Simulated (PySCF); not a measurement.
Rows and methods have been separated. Pair them.

Compound: C2H4ClF3Si.
InChI=1S/C2H4ClF3Si/c3-7-2(6)1(4)5/h1-2H,7H2/t2-/m0/s1

The closed-shell ground state was solved 7 times with PySCF (density fitting, gas phase), always in the def2-SVPD basis (192 functions), with these functionals: B3LYP, BHandHLYP, HF, LC-wPBE, PBE, PBE0 and wB97X-D. One conformer (not necessarily the lowest) at the PBE0-D3(BJ)/def2-SVP geometry, without solvent, vibrations or thermal averaging.

| row | total energy (Eh) | HOMO (eV) | LUMO (eV) | dipole (D) |
| --- | --- | --- | --- | --- |
| P | -1124.3486 | -12.31 | 2.28 | 2.68 |
| Q | -1127.2257 | -10.27 | 0.43 | 2.52 |
| R | -1127.2715 | -10.81 | 1.33 | 2.44 |
| S | -1127.4196 | -8.71 | -0.66 | 2.37 |
| T | -1126.7398 | -8.94 | -0.44 | 2.39 |
| U | -1126.9661 | -11.67 | 1.70 | 2.50 |
| V | -1126.6673 | -7.51 | -1.34 | 2.24 |

Question: Which functional belongs to which row?

Answer: P = HF, Q = BHandHLYP, R = wB97X-D, S = B3LYP, T = PBE0, U = LC-wPBE, V = PBE. By rising HOMO–LUMO gap: PBE (GGA) 6.17 eV; B3LYP (global hybrid, 20 % exact exchange) 8.05 eV; PBE0 (global hybrid, 25 % exact exchange) 8.50 eV; BHandHLYP (global hybrid, 50 % exact exchange) 10.70 eV; wB97X-D (range-separated hybrid) 12.14 eV; LC-wPBE (range-separated hybrid) 13.37 eV; HF (all exact exchange) 14.59 eV. Total energies of different functionals aren't bounds to one another; each is stationary for its own functional.

Shape of the structure used: `[F:1][CH:2]([F:3])[C@@H:4]([F:5])[SiH2:6][Cl:7]`: F1–C2–C4–F5 -77°, C2–C4–Si6–Cl7 -78°.

The pairwise dispersion term of wB97X-D wasn't added to the energies; at a given geometry it leaves orbitals and properties as they are.
